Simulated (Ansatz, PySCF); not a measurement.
Breaking a bond: MgH, doublet.

Levels: UCCSD(T) = CCSD(T) on UHF/def2-TZVP, frozen core in Ansatz (a program for electronic structure); UHF/LANL2DZ = unrestricted Hartree-Fock/LANL2DZ, with its core potentials past Ne run with PySCF 2.14.0; UKS-BP86/6-31G* = unrestricted BP86/6-31G*, spherical d in PySCF; UKS-B3LYP = unrestricted B3LYP/def2-TZVP (Ansatz); UCCSD = CCSD on UHF/def2-TZVP, frozen core run with Ansatz.

Energies are in eV, each relative to the lowest point of its own curve near equilibrium.

```
R / Å  UCCSD(T)  UHF/LANL2DZ  UKS-BP86/6-31G*  UKS-B3LYP  UCCSD
-----  --------  -----------  ---------------  ---------  -----
1.31      1.326        1.392            1.410      1.297  1.324
1.40      0.723        0.767            0.799      0.711  0.722
1.48      0.376        0.402            0.437      0.372  0.374
1.57      0.140        0.152            0.183      0.142  0.139
1.66      0.027        0.030            0.048      0.029  0.026
1.68      0.014        0.016            0.031      0.016  0.014
1.74      0.000        0.000            0.002      0.000  0.000
1.79      0.010        0.010            0.000      0.008  0.010
1.85      0.043        0.046            0.019      0.037  0.044
1.90      0.084        0.091            0.049      0.075  0.085
2.00      0.194        0.211            0.138      0.177  0.196
2.17      0.426        0.458            0.342      0.393  0.428
2.36      0.693        0.712            0.594      0.644  0.693
2.61      0.976        0.938            0.895      0.924  0.972
2.87      1.145        1.063            1.134      1.132  1.138
3.16      1.220        1.126            1.309      1.277  1.211
3.47      1.242        1.150            1.416      1.362  1.232
3.82      1.246        1.156            1.476      1.407  1.235
4.26      1.245        1.157            1.505      1.427  1.234
4.69      1.245        1.157            1.515      1.432  1.233
5.25      1.244        1.158            1.521      1.434  1.233
6.08      1.244        1.160            1.523      1.434  1.233
6.94      1.245        1.161            1.524      1.434  1.233
```

At the longest distance, 6.94 Å, UKS-BP86/6-31G* lies highest above its minimum (1.524 eV) and UHF/LANL2DZ lowest (1.161 eV).

The unrestricted determinant behind UCCSD(T), UHF/LANL2DZ, UCCSD is spin-contaminated at 2.36 to 3.16 Å (<S²> up to 0.9, against 0.75 for a pure doublet).
